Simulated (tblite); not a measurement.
Species: 2-methyl-1,5-hexadiene, C7H12.
SMILES with atom numbers: `[CH2:1]=[CH:2][CH2:3][CH2:4][C:5](=[CH2:6])[CH3:7]` (hydrogens: H8, H9 on C1; H10 on C2; H11, H12 on C3; H13, H14 on C4; H15, H16 on C6; H17, H18, H19 on C7)

Computed with GFN2-xTB (tblite), gas phase: nudged elastic band of 9 images (0 to 8), spring 0.2 eV/Å², climbing image at the end, force threshold 0.05 eV/Å. No saddle search or frequency run followed, so the top image need not be a first-order saddle, and its height can exceed the method's true barrier by a kcal/mol or more.

The band describes a rotation about C3–C4 (allylic carbon, allylic carbon), followed by the dihedral C2–C3–C4–C5, from the optimised start (61°) to a second optimised geometry at 177°.

Question: Give the energy profile along the converged band.

Answer: 
```
image  dihedral (°)  E (kcal/mol)  C3–C4 (Å)  C2···C5 (Å)  largest true force (eV/Å)
    0            61          0.00      1.538         3.02                       0.01
    1            75          0.40      1.539         3.16                       0.05
    2            89          1.28      1.542         3.31                       0.05
    3           103          2.12      1.546         3.45                       0.04
    4           118          2.40      1.548         3.58                       0.03
    5           133          1.98      1.547         3.69                       0.05
    6           147          1.15      1.543         3.77                       0.05
    7           162          0.38      1.540         3.82                       0.05
    8           177          0.02      1.539         3.84                       0.01
```

Barriers of this band. The top is image 4 at 118°: 2.4 kcal/mol in either direction, as the ends lie within 0.002 eV of each other. The central bond is 0.010 Å longer at the top than at the start.

Question: What rate follows at 298 K for crossing this barrier forward?

Answer: Taking the electronic barrier for the free energy of activation (no zero-point or entropy terms, transmission 1), rate = (kT/h)·exp(−ΔE/kT) ≈ 1 × 10^11 s⁻¹, whose inverse is 9 × 10^-12 s. An error of 1 kcal/mol in the barrier changes this by a factor of 5, and the method and the loose band can each miss by that much or more.

The cost below is that of the whole band run. Time: 3.1 s wall; peak memory 0.18 GiB. Hardware: an Arm Neoverse V1 with one thread, no GPU, shared host with 32 logical CPUs at a one-minute load of 21.
